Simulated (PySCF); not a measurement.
**S²⁺ (sulfur, charge +2) across methods**

[Ne] 3s2 3p1 3d1, one real determinant (an excited configuration). Calculation: PySCF 2.14, in dyall-acv3z (19s12p6d4f, 113 functions); scalar relativity by spin-free X2C-1e.

```csv
method,E (hartree),mean ε 3s β (eV),mean ε 3p α (eV),mean ε 3d α (eV),Σ⟨r²⟩ (bohr²),⟨S²⟩
PBE0,-397.2732,-40.984,-31.970,-16.292,17.33,2.002
r2SCAN,-397.3753,-39.702,-30.775,-15.587,17.24,2.002
revPBE,-397.3682,-39.390,-30.317,-15.592,17.22,2.001
PBE,-397.2621,-39.464,-30.318,-15.561,17.22,2.001
BHandHLYP,-397.4151,-42.495,-33.384,-16.827,17.50,2.003
UHF,-396.81356,-44.261,-36.362,-17.720,18.08,2.007
LDA,-396.0272,-39.649,-30.247,-15.387,17.21,2.000
```

Estimate the same row for BLYP.

E (hartree) = -397.4581; mean ε 3s β (eV) = -39.474; mean ε 3p α (eV) = -30.065; mean ε 3d α (eV) = -15.421; Σ⟨r²⟩ (bohr²) = 17.23; ⟨S²⟩ = 2.001.

⟨L²⟩ = 8.00 against 12 for a pure F term, so this real determinant mixes terms. The outer electron is Rydberg-like, and this basis confines it to a smaller radius and binds it less than a complete one would.
